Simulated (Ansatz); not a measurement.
CH3NO2Si, SMILES `OC1=N[SiH]1O`. Charge 0, multiplicity 1. Geometry: relaxed with PBE0-D4/def2-TZVP. It is one conformer, not always the lowest.

```xyz
8

O     1.905    0.725   -0.793
C     0.829    0.357   -0.122
N     0.727   -0.513    0.829
Si   -0.835    0.170    0.433
O    -2.004   -0.684   -0.309
H     2.653    0.214   -0.438
H    -1.535    1.104    1.325
H    -1.740   -1.372   -0.924
```

**Question.** What is the dipole moment at PBE/def2-TZVPP? (An estimate is asked.)

**Answer.** The calculation gave: 1.12 D, with components (0.07, -0.45, -1.03) D in this frame, pointing from negative to positive charge.

**Question.** And with r2SCAN, B3LYP, ωB97M-V? (Best estimate.)

**Answer.** Ansatz gave: r2SCAN 1.14 D, B3LYP 1.07 D, ωB97M-V 1.09 D.

**Question.** Give the Mulliken charges with PBE, B3LYP, ωB97M-V in def2-TZVPP. (Estimate.)

**Answer.** Ansatz gave: 
```tsv
atom	PBE	B3LYP	ωB97M-V
O1	-0.21	-0.25	-0.25
C2	0.08	0.12	0.11
N3	-0.27	-0.33	-0.34
Si4	0.41	0.51	0.49
O5	-0.34	-0.38	-0.37
H6	0.18	0.19	0.18
H7	-0.06	-0.06	-0.02
H8	0.20	0.20	0.19
```

B3LYP here is the variant with VWN-RPA as its local correlation; programs differ in this.
